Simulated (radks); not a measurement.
Q: P, 15 electrons, occupied as [Ne] 3s2 3p3. All-electron calculation, scalar-relativistic Kohn-Sham, PBE, spin-polarised, spherical densities, point nucleus; open shells are filled with parallel spins first; hard spherical wall at 3.5 bohr. Program: a radial shooting solver on a logarithmic mesh with Libxc functionals. Some entries of the table are withheld. Estimate them.

| orbital | occ. | eigenvalue (eV) | <r> (bohr) | r(max) (bohr) |
|---|---|---|---|---|
| 1s up | 1 | -2072.360 | 0.1036 | 0.06764 |
| 1s down | 1 | -2071.915 | 0.1036 | 0.06764 |
| 2s up | 1 | -163.4766 | 0.5212 | 0.4191 |
| 2s down | 1 | -163.0381 | 0.5211 | 0.4195 |
| 2p up | 3 | -113.9664 | 0.4877 | 0.3546 |
| 2p down | 3 | -113.3582 | 0.4876 | 0.3552 |
| 3s up | 1 | -7.6864 | 1.716 | 1.586 |
| 3s down | 1 | -4.1956 | 1.712 | 1.571 |
| 3p up | 3 | 2.2941 | 1.814 | (1) |
| 3p down | 0 | 5.8054 | 1.814 | (2) |
| 3d up | 0 | 16.7831 | (3) | 1.940 |
| 3d down | 0 | 20.1646 | (4) | 1.946 |
| 4s up | 0 | 38.4704 | 2.052 | 2.633 |
| 4s down | 0 | 40.7670 | 2.055 | 2.640 |
| 4p up | 0 | 46.7657 | 1.990 | 2.677 |
| 4p down | 0 | 49.0430 | 1.987 | 2.684 |

A: 
(1) 3p up r(max) (bohr): 1.743
(2) 3p down r(max) (bohr): 1.737
(3) 3d up <r> (bohr): 1.920
(4) 3d down <r> (bohr): 1.919
